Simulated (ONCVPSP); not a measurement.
**Before and after: ONCV potential for bismuth (Bi)**

| Quantity | Value |
| --- | --- |
| Element | Bi (Z = 83) |
| Generator | ONCVPSP 4.0.1 |
| Type | optimised norm-conserving Vanderbilt (ONCV) |
| Functional | PBE |
| Relativity | scalar-relativistic |
| Frozen core | [Kr] 4d10 4f14 |
| Valence charge | 23 |
| Reference configuration | 5s2 5p6 5d10 6s2 6p1 (charge +2) |
| Partial waves | 5s+6s: rc 1.15 bohr, ncon 4, nbas 8, qcut 9.9 1/bohr, 2 projectors; 5p+6p: rc 1.45 bohr, ncon 4, nbas 9, qcut 9.6 1/bohr, 3 projectors, debl 2.3 Ha; 5d: rc 1.60 bohr, ncon 3, nbas 7, qcut 9.8 1/bohr, 1 projector; f scattering state at 0.17 Ha: rc 1.65 bohr, ncon 3, nbas 7, qcut 6.6 1/bohr, 2 projectors, debl 0.7 Ha |
| Local potential | polynomial inside 0.90 bohr (lpopt 5, dvloc0 0 Ha) |
| Core correction | Teter function, fcfact 5.25, rcfact 1.2 |

Change: d: nproj 2.

Cutoffs: the cutoffs (Ha) at which the residual kinetic energy of the hardest occupied pseudo-wave falls to 1 and 0.1 mHa per electron; they do not see the model core or the augmentation charge, which bear on the density cutoff. Errors are all-electron minus pseudo energies relative to the spin-unpolarised reference configuration.

Question: What does the change do?

Answer: The potential gets neither clearly harder nor softer (41 Ha and 48 Ha → 41 Ha and 48 Ha); both files keep a bound ghost (s); of the 4 tests that both files solve, the error grows in 1 and shrinks in 0 by more than 15 % and 0.3 meV (median size 8.3 → 8.3 meV); the range in which the d phases agree widens (upper end 1.4 → at the end of the scan).

| quantity | base | changed |
| --- | --- | --- |
| cutoff, loose | 41 Ha | 41 Ha |
| cutoff, tight | 48 Ha | 48 Ha |
| bound ghosts | s | s |
| GHOST(+) flags under 300 eV | none | none |
| error for 5s2 5p6 5d10 6s2 6p3, meV [ΔE -23.16 eV] | +9.9 | +9.9 |
| error for 5s2 5p6 5d10 6s2 6p2, meV [ΔE -15.25 eV] | +6.8 | +6.7 |
| error for 5s2 5p6 5d10 6s2 6p0, meV [ΔE 23.34 eV] | -11 | -11 |
| error for 5s2 5p6 5d9 6s2 6p4, meV [ΔE 1.05 eV] | +1.8 | -2.9 |
| s: phases at 1.17 bohr within 0.05 rad from the reference energy up to (Ha; the scan ends near 5) | to the end of the scan | to the end of the scan |
| p: phases at 1.47 bohr within 0.05 rad from the reference energy up to (Ha; the scan ends near 5) | to the end of the scan | to the end of the scan |
| d: phases at 1.62 bohr within 0.05 rad from the reference energy up to (Ha; the scan ends near 5) | 1.4 | to the end of the scan |
| f: phases at 1.68 bohr within 0.05 rad from the reference energy up to (Ha; the scan ends near 5) | n/a | n/a |
| rms error of d²Exc/dni dnj with the model core, mHa | 1.00 | 1.00 |

 A true bound ghost makes a file unfit for plane-wave use even where its test errors are small: the radial tests pick states by their node count and pass the ghost by.
